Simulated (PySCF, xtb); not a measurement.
Al(H)2(OH) (AlH3O), SMILES [AlH2][OH].

GFN2-xTB run with xtb at its own geometry gives an orbital gap of 5.07 eV and a dipole moment of 1.78 D.

Coordinates come from a PBE0-D3(BJ)/def2-TZVP optimisation. The geometry has at least one imaginary mode, so it is a saddle point at that level.

Problem. What does PBE0/def2-TZVPD run with PySCF give? (The exact figures need the calculation; the answer reports its results.)

Solution. gap 7.14 eV (levels -8.01 and -0.87 eV), dipole 1.05 D.
